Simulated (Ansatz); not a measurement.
Heat of formation of GaBrClF (SMILES [F][Ga]([Cl])[Br]) from total energies

GaBrClF has 4 atoms, charge 0, and is taken as a singlet. SMILES: `[F][Ga]([Cl])[Br]`. The shape is that of a PBE0-D4/def2-TZVP optimisation.

Total energies at B97M-V/x2c-TZVPall (sfX2C) (Ansatz 0.2.0); the atoms run unrestricted:

```tsv
species	state	energy (Eh)
GaBrClF	singlet	-5110.702767
F	doublet	-99.819320
Ga	doublet	-1943.367570
Cl	doublet	-461.435117
Br	doublet	-2605.645348
```

Harmonic wavenumbers at PBE0-D4/def2-TZVP, in cm⁻¹: 103, 151, 162, 310, 455, 709.

Measured heats of formation of the gaseous atoms at 298.15 K, in kJ/mol: F 79.4, Ga 272.0, Cl 121.3, Br 111.9. Spin-orbit lowering of the atoms at 298 K (mean of the ground term's levels less their thermal mean, from spectra), in kJ/mol: F 1.29, Ga 6.24, Cl 3.44, Br 14.69. Take 1 Eh = 2625.50 kJ/mol, 1 cm⁻¹ = 0.0119627 kJ/mol, RT = 2.479 kJ/mol.

Task: Work out the heat of formation of the gas at 298 K.

Result: 
1. Electronic atomisation energy: (-99.819320) + (-1943.367570) + (-461.435117) + (-2605.645348) − (-5110.702767) = 0.435412 Eh = 1143.2 kJ/mol.
2. Zero-point energy: half the sum of the wavenumbers, 945 cm⁻¹ = 11.3 kJ/mol.
3. Thermal vibrational enthalpy, Σ hcν̃/(exp(hcν̃/kT) − 1): 7.3 kJ/mol. Translation, rotation and pV of a non-linear molecule: 4 RT = 9.9 kJ/mol.
4. The 4 free atoms carry 5/2 RT each: 24.8 kJ/mol.
5. Spin-orbit coupling lowers the free atoms by 1.29 + 6.24 + 3.44 + 14.69 = 25.7 kJ/mol.
6. Atomisation enthalpy at 298 K: 1143.2 − 25.7 − 11.3 − 7.3 − 9.9 + 24.8 = 1113.8 kJ/mol.
7. Sum of the atoms' heats of formation: 584.6 kJ/mol. Heat of formation: 584.6 − 1113.8 = -529.2 kJ/mol.

No measured value is set beside it here. Anharmonicity and any spin-orbit splitting of the molecule are left out.
